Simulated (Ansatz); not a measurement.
Basis-set extrapolation for `CN(C)[Si]S` (PBE0-D4/def2-TZVP geometry, frozen core, Ansatz). Multiplicity 1, RHF reference.

```tsv
	def2-TZVPP	def2-QZVPP
HF	-820.809549	-820.836002
MP2 correlation	-0.846960	-0.907352
CCSD(T) correlation	-0.942225	not run
```

Energies in hartree. Use E(X) = E(∞) + A·exp(−7.88·√X) for Hartree–Fock and E(X) = E(∞) + B·X^(−2.97) for correlation, with X = 3 and 4, and add CCSD(T) minus MP2 of the smaller set to the MP2 limit.

Task: What is the CCSD(T) energy at the basis-set limit?

Result: HF limit: -820.836002 + (-0.026453) × 0.13774 = -820.83965. MP2 limit: -0.907352 + (-0.060392) × 0.74074 = -0.95209. Higher-order term: -0.942225 − (-0.846960) = -0.09526. Total: -821.88700 hartree, 355.0 kJ/mol below CCSD(T)/def2-TZVPP.
